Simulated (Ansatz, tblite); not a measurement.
Forces on Au₄Cl₃ at its r2SCAN-D4/def2-SVP geometry. Charge 0, multiplicity 2.

In the def2 sets Au takes a core potential; there is no spin–orbit coupling. The xTB rows come from tblite. The structure comes from a short search, and lower isomers may exist.

GFN1-xTB (tblite), largest force 0.38 eV/Å:

```xyz
7
positions Å, forces eV/Å
Au    0.908   -1.593    1.161    0.035    0.225   -0.082
Au   -1.553   -0.529   -0.543    0.127   -0.057    0.090
Au   -0.150    2.591   -1.239    0.071   -0.196    0.126
Au    1.338    1.066    0.196   -0.059   -0.039   -0.014
Cl   -1.137   -2.588    0.565    0.097    0.235   -0.054
Cl   -2.248    1.374   -1.719    0.074   -0.086    0.072
Cl    2.842   -0.321    1.579   -0.346   -0.083   -0.139
```

GFN2-xTB (tblite), largest force 0.49 eV/Å:

```
Au -0.095 0.016 -0.056
Au 0.014 -0.188 0.091
Au 0.053 0.159 -0.045
Au 0.098 -0.105 0.098
Cl 0.213 0.439 -0.083
Cl 0.035 -0.246 0.124
Cl -0.318 -0.074 -0.129
```

PBE-D4/def2-TZVP (Ansatz), largest force 0.45 eV/Å:

```
Au -0.023 0.076 -0.046
Au -0.026 0.007 -0.014
Au -0.223 -0.086 -0.070
Au 0.170 -0.217 0.183
Cl 0.224 0.384 -0.055
Cl 0.268 -0.136 0.188
Cl -0.390 -0.028 -0.186
```
